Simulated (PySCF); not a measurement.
Compound: C7H11N.
Cartesian coordinates in Å at the GFN2-xTB level; atoms count from 1:
```
atom  x, y, z in Å
C1     3.5893   -0.1435   -0.1586
N2     2.2904   -0.2679    0.4212
C3     1.2641    0.0141   -0.2487
C4    -0.0749   -0.1061    0.3257
C5    -1.2016   -0.5143   -0.5945
C6    -2.4577   -0.7426    0.2353
C7    -2.3646    0.7152    0.7358
C8    -1.1130    0.9011   -0.1100
H9     3.5775    0.2109   -1.1998
H10    4.0780   -1.1179   -0.1143
H11    4.1727    0.5471    0.4520
H12    1.3118    0.3663   -1.2935
H13   -0.0785   -0.4584    1.3495
H14   -1.0169   -0.9314   -1.5710
H15   -3.3417   -0.9285   -0.3706
H16   -2.3786   -1.5169    0.9977
H17   -3.1979    1.3339    0.4098
H18   -2.2232    0.8447    1.8084
H19   -0.8449    1.8035   -0.6350
```

Theory: PySCF, TDDFT PBE0/def2-SVPD, vertical, gas phase, core orbitals frozen in the response.

Each state is given a Gaussian of 0.3 eV full width at half maximum, with ε(max) = 2.175×10⁸ f / Δν̃ (Δν̃ the width in cm⁻¹). The width is an assumption, not a result. The curve ends short of the highest state used, and states not computed would add to its high-energy end.

```csv
λ (nm),ε (L mol⁻¹ cm⁻¹)
186.9,39232
189.0,32535
191.2,19002
193.4,8005
195.6,2487
197.8,582
199.9,114
202.1,16
204.3,2
206.5,0
208.7,0
210.8,0
213.0,0
215.2,0
217.4,0
219.6,0
221.7,0
223.9,1
226.1,2
228.3,6
230.5,13
232.6,23
234.8,35
237.0,47
239.2,54
241.4,54
243.5,47
245.7,36
247.9,25
250.1,15
252.3,8
254.4,4
256.6,2
258.8,1
261.0,0
263.2,0
```

(1) Locate the maxima and give the states behind the curve.

(2) On this curve, what absorbance would a 10⁻³ mol/L sample give at 193 nm over a 1 cm path?

(3) Coming from long wavelengths, where does ε first pass 100 L mol⁻¹ cm⁻¹?

Answers

(1) 240 nm (5.16 eV), ε about 55, made up of S1 (100%) (ε in L mol⁻¹ cm⁻¹; maxima over ε = 5, shares over 10%). At its high-energy end, 6.63 eV, the curve is still rising (ε about 39000, from S2). The states used: S1 5.16 eV (f 0.0006); S2 6.64 eV (f 0.436); S3 6.75 eV (f 0.0011); S4 7.07 eV (f 0.114); S5 7.23 eV (f 0.013); S6 7.23 eV (f 0.021).

(2) 193 nm is 6.424 eV, where ε is about 9600 L mol⁻¹ cm⁻¹, so A = ε c l ≈ 9.6 (Beer–Lambert, with the gas-phase spectrum and the assumed width).

(3) At about 200 nm (6.20 eV), 1.04 eV above S1.

The run took 58 s wall on an Arm Neoverse V1 with one thread, shared host with 32 logical CPUs at a one-minute load of 29, and the process peaked at 0.99 GiB of memory.

One conformer stands for the species.
